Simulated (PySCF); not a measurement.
Job file and geometry (Å, from GFN2-xTB) of an NMR shielding run on `InChI=1S/C2H9N3Si2/c3-1-6-2-5-7-4/h5H,2,4,6-7H2`, PySCF 2.14.0, density-fitted response routines, GIAO PBE0/pcSseg-1 NMR shielding, non-relativistic, gas phase; density fitting, a coarse starting grid and PySCF grid level 2 are the driver's defaults:

```
$ OMP_NUM_THREADS=1 python probes_run.py task.json out

{"job": {"kind": "nmr", "xc": "PBE0", "basis": "pcSseg-1"}, "charge": 0, "multiplicity": 1}
N      4.724109    -0.099618     0.970850
C      3.754528     0.169965     0.422866
Si     2.167848     0.608425    -0.461662
C      0.730705    -0.056019     0.601812
N     -0.535947     0.247866    -0.030425
Si    -1.939877    -0.721957     0.195357
N     -3.136459     0.112194    -0.723839
H      2.134136     2.073476    -0.544327
H      2.216524    -0.021985    -1.780768
H      0.777654     0.344900     1.624944
H      0.798476    -1.141306     0.699455
H     -0.683589     1.241975    -0.118445
H     -1.537069    -2.061263    -0.259684
H     -2.496254    -0.793126     1.552380
H     -4.071226    -0.257824    -0.691362
H     -2.911159     0.363240    -1.673325
```

**Question.** What does the program print?

**Answer.** 
```
coarse grid: 14192 points
cycle   1  E = -824.1962494184  dE =  5.699e-01  |g| = 6.079e-01  |ddm| = 3.620e+00
cycle   2  E = -824.0582926573  dE =  1.380e-01  |g| = 9.980e-01  |ddm| = 1.220e+00
cycle   3  E = -824.2704683880  dE = -2.122e-01  |g| = 2.211e-01  |ddm| = 7.806e-01
cycle   4  E = -824.2801020138  dE = -9.634e-03  |g| = 6.293e-02  |ddm| = 1.496e-01
cycle   5  E = -824.2809267363  dE = -8.247e-04  |g| = 1.278e-02  |ddm| = 5.269e-02
cycle   6  E = -824.2809634478  dE = -3.671e-05  |g| = 3.227e-03  |ddm| = 1.386e-02
cycle   7  E = -824.2809654797  dE = -2.032e-06  |g| = 1.087e-03  |ddm| = 3.084e-03
final grid: 127592 points
cycle   8  E = -824.3145707997  dE = -1.930e-05  |g| = 8.078e-03  |ddm| = 1.889e-02
cycle   9  E = -824.3145595706  dE =  1.123e-05  |g| = 1.087e-02  |ddm| = 1.529e-02
cycle  10  E = -824.3145850031  dE = -2.543e-05  |g| = 1.235e-03  |ddm| = 8.743e-03
cycle  11  E = -824.3145852769  dE = -2.738e-07  |g| = 5.593e-04  |ddm| = 9.448e-04
cycle  12  E = -824.3145853408  dE = -6.384e-08  |g| = 1.242e-04  |ddm| = 3.691e-04
cycle  13  E = -824.3145853440  dE = -3.216e-09  |g| = 3.347e-05  |ddm| = 1.053e-04
cycle  14  E = -824.3145853442  dE = -2.226e-10  |g| = 9.638e-06  |ddm| = 3.188e-05
converged SCF energy = -824.3145853442

GIAO shielding tensors (ppm)
atom      isotropic    diamagn.    paramagn.     s11        s22        s33       span
  0 N      -97.795     336.599    -434.394   -298.318   -293.049    297.981    596.299
  1 C       63.786     261.114    -197.328    -50.264    -47.209    288.829    339.093
  2 Si     425.877     878.742    -452.864    381.532    433.099    463.000     81.468
  3 C      158.191     249.095     -90.903    129.447    153.672    191.454     62.006
  4 N      250.839     323.901     -73.062    202.816    263.463    286.238     83.423
  5 Si     379.296     880.813    -501.516    344.171    359.308    434.411     90.240
  6 N      257.252     316.289     -59.037    217.075    263.422    291.260     74.185
  7 H       27.436      27.920      -0.483     23.952     26.371     31.986      8.033
  8 H       27.438      28.078      -0.640     24.206     26.060     32.048      7.841
  9 H       28.511      30.822      -2.311     22.377     28.210     34.945     12.568
 10 H       28.809      32.198      -3.388     24.235     28.982     33.211      8.976
 11 H       32.032      35.660      -3.628     22.345     32.970     40.782     18.438
 12 H       26.570      31.007      -4.436     23.184     25.253     31.274      8.091
 13 H       26.662      29.835      -3.173     23.513     24.575     31.898      8.384
 14 H       31.760      28.147       3.614     24.432     26.730     44.120     19.688
 15 H       31.551      31.937      -0.385     23.973     29.025     41.657     17.684
```

**Question.** Turn these shieldings into chemical shifts. Referencing at the same level of theory: NH3 for $^{15}$N (σ = 267.73 ppm); TMS for $^{13}$C (σ = 186.93 ppm) and $^{29}$Si (σ = 349.16 ppm) and $^{1}$H (σ = 31.72 ppm).

**Answer.** Averaging equivalent atoms: N 0: 365.5; N 4: 16.9; N 6: 10.5; C 1: 123.1; C 3: 28.7; Si 5: -30.1; Si 2: -76.7; H 12/13: 5.10; H 7/8: 4.28; H 9/10: 3.06; H 14/15: 0.06; H 11: -0.32 ppm. Experimental scales use liquid or dissolved standards, which lie at an offset from isolated NH3 (liquid NH3: subtract about 20 ppm). Unscaled 15N shifts of sp2 nitrogen come out 20 to 40 ppm too high even then.

Size and cost of the density-fitted run: 178 basis functions, 25 s wall time on 1 thread of an Arm Neoverse V1, shared host; peak memory 0.8 GiB.
